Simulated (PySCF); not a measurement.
These 5 structures share the formula C3H3BrO. Theory: PBE0-D3(BJ)/def2-SVP geometry optimisation, gas phase (PySCF 2.14.0). Energies are electronic, without zero-point or thermal terms, for one conformer each. No frequencies were run at this level. Point groups hold within 0.08 Å.

Question: Rank from lowest to highest electronic energy at this level (kcal/mol).
A. `[CH2:1]=[CH:2][C:3](=[O:4])[Br:5]` with C1–C2–C3–O4 -179°
B. `BrC(C)=C=O`
C. `[O:1]=[C:2]=[CH:3][CH2:4][Br:5]` with C2–C3–C4–Br5 -100°
D. `[O:1]=[CH:2]/[CH:3]=[CH:4]\[Br:5]` with O1–C2–C3–C4 180°
E. `[CH2:1]=[C:2]([Br:3])[CH:4]=[O:5]` with C1–C2–C4–O5 -1°

Answer: A (0.0), C (7.8), D (11.1), E (11.2), B (11.9).

As drawn, the highest has cumulated double bonds, which the lowest lacks. Neighbours under 2.5 kcal/mol apart (O=C/C=C\Br and C=C(Br)C=O; C=C(Br)C=O and CC(Br)=C=O) can change places with a better method, another conformer or zero-point energy.

| SMILES | E (Eh) | E rel (kcal/mol) | dipole (D) | point group | A, B, C (MHz) |
| --- | --- | --- | --- | --- | --- |
| C=CC(=O)Br | -2764.51719 | 0.0 | 3.26 | Cs | 4897, 2516, 1662 |
| O=C=CCBr | -2764.50474 | 7.8 | 1.85 | C1 | 11858, 1189, 1128 |
| O=C/C=C\Br | -2764.49946 | 11.1 | 2.69 | Cs | 11450, 1352, 1209 |
| C=C(Br)C=O | -2764.49932 | 11.2 | 1.48 | Cs | 8288, 1744, 1441 |
| CC(Br)=C=O | -2764.49822 | 11.9 | 1.71 | Cs | 5248, 2067, 1497 |
